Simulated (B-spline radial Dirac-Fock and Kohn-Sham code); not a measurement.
**Dy⁴⁺: input and output of one calculation**

ΔSCF core binding energies without Breit or QED terms, calculated with a radial finite-basis atomic code. Keys: rel is the Hamiltonian (dirac, or spin-free x2c and nr, where L3 and M5 stand for the whole 2p and 3d shells), method is hf or an exchange,correlation pair (spin-unpolarised, also for the hole states), nuc the nuclear model, radius_factor scales its radius, rmax is the box in bohr, h the logarithmic mesh step, order the B-spline order, points the quadrature points per cell, c_factor scales the speed of light, and damp, ndamp, maxit and tol steer the iteration. The run stops when the commutator error falls below 10·tol·max(1, Z/10), or the numerical noise floor, and the energy has settled to about 1e-8 Ha; the virial ratio is −V/T.

Input (task.json):

```json
{"items": [{"Z": 66, "q": 4, "cfg": [[1, 0, 2], [2, 0, 2], [2, 1, 6], [3, 0, 2], [3, 1, 6], [3, 2, 10], [4, 0, 2], [4, 1, 6], [4, 2, 10], [4, 3, 8], [5, 0, 2], [5, 1, 6]], "A": 164, "rrms": 5.2218, "do": "settings", "holes": ["K", "L3", "M5"],
  "settings": [{"rel": "dirac", "method": "hf", "nuc": "fermi", "radius_factor": 1.0, "rmax": 45.0, "h": 0.3, "order": 8, "points": 10, "c_factor": 0.3237, "maxit": 59, "damp": 0.5, "ndamp": 3, "tol": 1e-08}]}]}
```

Command: `python xray2_run.py task.json out`

Ground-state iterations:

```
iter   energy (Ha)        error
   1   -15363.80626145  1.88e+01
   2   -15440.61214766  1.90e+00
   3   -15446.49305350  7.28e-01
   4   -15447.41964749  2.89e-01
   5   -15447.55536137  6.71e-02
   6   -15447.56821033  8.76e-03
   7   -15447.56829533  8.23e-03
   8   -15447.56931402  9.55e-04
   9   -15447.56932689  4.86e-05
  10   -15447.56932692  5.04e-06
  11   -15447.56932692  5.96e-07
```

The ground state converged in 11 iterations, with total energy -15447.56933 Ha, virial ratio 1.24211 and highest orbital energy -42.75 eV. ΔSCF binding energies: K (1s) 25845.5 eV, L3 (2p3/2) 8476.5 eV, M5 (3d5/2) 1167.3 eV.

**Question.** One setting is unsound. Which, and why?

**Answer.** c_factor makes c so small that Zα exceeds 1, so any numbers that come out have no meaning. With the default settings (Dirac Hartree-Fock): The ground state converged in 11 iterations, with total energy -12158.68342 Ha, virial ratio 1.91185 and highest orbital energy -67.18 eV. ΔSCF binding energies: K (1s) 54085.2 eV, L3 (2p3/2) 7870.6 eV, M5 (3d5/2) 1361.2 eV.
